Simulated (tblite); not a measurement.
C6H8N (doublet state).
Cartesian coordinates in Å at the GFN2-xTB level; atoms count from 1:
```
atom  x, y, z in Å
C1    -1.341   -1.132    0.679
C2    -0.422   -0.011    0.691
C3     0.941   -0.205    0.049
C4     1.924   -1.044    0.293
C5     0.716    0.868   -0.986
C6    -0.661    1.062   -0.429
N7    -1.603    1.779   -0.803
H8    -1.289   -1.851   -0.116
H9    -2.198   -1.148    1.325
H10   -0.385    0.480    1.669
H11    2.827   -1.047   -0.294
H12    1.863   -1.761    1.094
H13    0.737    0.538   -2.025
H14    1.355    1.747   -0.896
H15   -2.468    1.731   -0.272
```

Computed with GFN2-xTB (tblite): harmonic, unscaled wavenumbers at the GFN2-xTB geometry, gas phase. This tight-binding method is rough: wavenumbers can miss measured ones by several per cent, in bad cases by 10 to 20. One conformer, not necessarily the lowest. Open shells enter through the occupations alone, without spin polarisation, and single modes of such species can be off by tens of per cent.

Harmonic wavenumbers (cm⁻¹): 50.2, 186.8, 210.4, 230.0, 294.4, 398.7, 467.6, 484.8, 543.2, 598.5, 700.8, 763.9, 822.7, 843.6, 896.3, 922.5, 927.5, 975.5, 1018.6, 1035.7, 1085.2, 1152.0, 1182.2, 1200.2, 1218.9, 1271.5, 1402.1, 1406.6, 1409.6, 1767.2, 1836.3, 2913.9, 2972.4, 2991.0, 3095.6, 3122.2, 3125.9, 3165.4, 3350.2.

A = 4442, B = 2491, C = 1713 MHz; mass 94.066 u (most abundant isotopes); point group C1, symmetry number 1; spin multiplicity 2.

Problem. Zero-point energy?

Solution. ½Σν̃ = 26020 cm⁻¹ = 311.27 kJ/mol.

Problem. Entropy at 400 K, 1 bar (ideal gas, RRHO, classical rotation)?

Solution. Translation 171.64, rotation 117.60, vibration 106.75, spin (R ln 2) 5.76: S = 401.7 J/(mol K).

Problem. And Cp and H(400 K) − H(0)?

Solution. Cp = 161.31 J/(mol K), of which vibrations give 128.05 (their classical limit is 39 R = 324.3); H(400 K) − H(0) = 37.20 kJ/mol without the zero-point energy, 23.90 from vibrations.

Problem. What must be added to the electronic energy to get the Gibbs energy at 400 K and 1 bar?

Solution. ZPE + [H(400 K) − H(0)] − T·S = 311.27 + 37.20 − 160.70 = 187.77 kJ/mol.

Problem. Which modes carry the vibrational entropy at 400 K?

Solution. 50.2 cm⁻¹: 22.56; 186.8 cm⁻¹: 11.78; 210.4 cm⁻¹: 10.83; 230.0 cm⁻¹: 10.12; 294.4 cm⁻¹: 8.22; 398.7 cm⁻¹: 5.99 J/(mol K); the other 33 give 37.25 together.

Hindered rotation and anharmonicity are outside this model. Other conformers, if any are populated, would add a mixing term that is left out. The structure is chiral; the term R ln 2 for an equal mix with its mirror image is left out.

Hardware: an Arm Neoverse V1 with one thread (shared host). Cost: 0.37 s of wall time. The figure is for the frequency step alone.
